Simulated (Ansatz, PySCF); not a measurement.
Worked example: transport gap, exciton binding and injection barriers

C₈H₅N₅, SMILES N1C2=NC=CC3=NC=CC(=NC=1)N32.

The structure is a stationary point at B3LYP-D3(BJ)/def2-SVP.

Gas-phase, vertical values: ionisation energy 7.93 eV and electron affinity 1.15 eV from ΔSCF with PBE/def2-SVPD (Ansatz, a quantum-chemistry and plane-wave program); S1 2.18 eV and T1 1.94 eV from TDA-PBE/def2-SVP (PySCF). Assume, for the exercise, a film of permittivity 4.0, a cavity radius of 5.0 Å and electrodes of work function 5.0 eV (anode) and 2.9 eV (cathode), with aligned vacuum levels.

Q: Work out the fundamental gap and exciton binding energy in the gas phase, the levels in the film by Born's model, the injection barriers and the thermal weight of S1 against T1 at 298 K.

A: 
Fundamental gap IE − EA = 6.78 eV; exciton binding = gap − S1 = 4.60 eV.
Born polarisation P = (14.3996 eV Å / 2r)(1 − 1/ε) = 1.08 eV. Film: IE = 6.85 eV, EA = 2.23 eV, transport gap 4.62 eV; with S1 unchanged the binding falls to 2.44 eV.
Hole barrier IE − Φ(anode) = 1.85 eV; electron barrier Φ(cathode) − EA = 0.67 eV (a negative value means no barrier, and the level would pin).
ΔE(ST) = S1 − T1 = 0.24 eV, and the triplet has three sublevels, so the ratio S1/T1 is (1/3) exp(−ΔE/kT) = 2.9e-5 with kT = 0.02569 eV: small enough a gap for thermal return to the singlet. All inputs carry the errors of their functional, and relaxed states would shift them.
